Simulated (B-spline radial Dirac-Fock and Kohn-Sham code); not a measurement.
**Total conversion coefficients of Sm against transition energy**

The computed values come from a radial B-spline solver: a Dirac-Hartree-Slater potential of the neutral atom with a Latter tail (no hole, which puts coefficients of high multipoles low close above an edge), finite nucleus with surface currents. Subshells within 1 keV of threshold and pair formation are left out.

| energy (keV) | E3 | E4 | E5 | M3 | M4 | M5 |
| --- | --- | --- | --- | --- | --- | --- |
| 14.7 | 2.78e+06 | 2.58e+08 | 2.51e+10 | 6.50e+06 | 8.56e+08 | 7.39e+10 |
| 17.4 | 1.00e+06 | 8.03e+07 | 6.23e+09 | 2.17e+06 | 2.36e+08 | 1.76e+10 |
| 20 | 433000 | 3.08e+07 | 2.02e+09 | 885000 | 8.23e+07 | 5.42e+09 |
| 22.5 | 213000 | 1.38e+07 | 7.90e+08 | 418000 | 3.40e+07 | 2.02e+09 |
| 36.3 | 12200 | 528000 | 1.90e+07 | 21300 | 1.02e+06 | 3.93e+07 |
| 50 | 1810 | 60200 | 1.63e+06 | 3650 | 105000 | 3.02e+06 |
| 50.2 | 1770 | 58600 | 1.58e+06 | 3580 | 103000 | 2.92e+06 |
| 65.7 | 371 | 9550 | 204000 | 952 | 17200 | 360000 |
| 67.7 | 313 | 7810 | 163000 | 825 | 14200 | 286000 |
| 79.6 | 126 | 2660 | 48000 | 385 | 5220 | 85300 |
| 82.2 | 105 | 2150 | 37700 | 331 | 4300 | 67400 |
| 90.2 | 63.2 | 1160 | 18800 | 216 | 2480 | 34400 |
| 100 | 36.3 | 594 | 8740 | 135 | 1370 | 16600 |
| 102 | 32.7 | 523 | 7550 | 123 | 1220 | 14500 |
| 105 | 28.1 | 434 | 6090 | 108 | 1040 | 11900 |
| 107 | 25.4 | 384 | 5300 | 99.5 | 931 | 10400 |
| 168 | 2.71 | 23.4 | 207 | 13.8 | 83.0 | 556 |
| 198 | 1.28 | 9.04 | 67.1 | 6.91 | 36.2 | 206 |
| 200 | 1.23 | 8.54 | 62.7 | 6.63 | 34.4 | 194 |
| 230 | 0.668 | 3.94 | 25.0 | 3.73 | 17.3 | 86.3 |
| 346 | 0.131 | 0.510 | 2.12 | 0.746 | 2.59 | 9.27 |
| 348 | 0.128 | 0.497 | 2.06 | 0.729 | 2.52 | 9.00 |
| 500 | 0.0368 | 0.108 | 0.326 | 0.193 | 0.533 | 1.49 |
| 502 | 0.0363 | 0.106 | 0.320 | 0.191 | 0.524 | 1.46 |
| 787 | 0.00981 | 0.0222 | 0.0503 | 0.0424 | 0.0922 | 0.199 |
| 1000 | 0.00534 | 0.0109 | 0.0220 | 0.0203 | 0.0398 | 0.0770 |
| 1110 | 0.00416 | 0.00820 | 0.0158 | 0.0149 | 0.0281 | 0.0521 |
| 2000 | 0.00116 | 0.00192 | 0.00305 | 0.00298 | 0.00474 | 0.00728 |
| 2170 | 0.000980 | 0.00160 | 0.00249 | 0.00242 | 0.00379 | 0.00571 |

Question: How fast do they fall between 1110 and 2170 keV?

Answer: As powers of the energy: E3 E^-2.16, E4 E^-2.44, E5 E^-2.76, M3 E^-2.71, M4 E^-2.99, M5 E^-3.30. Within one type (E or M) the higher multipoles fall faster.
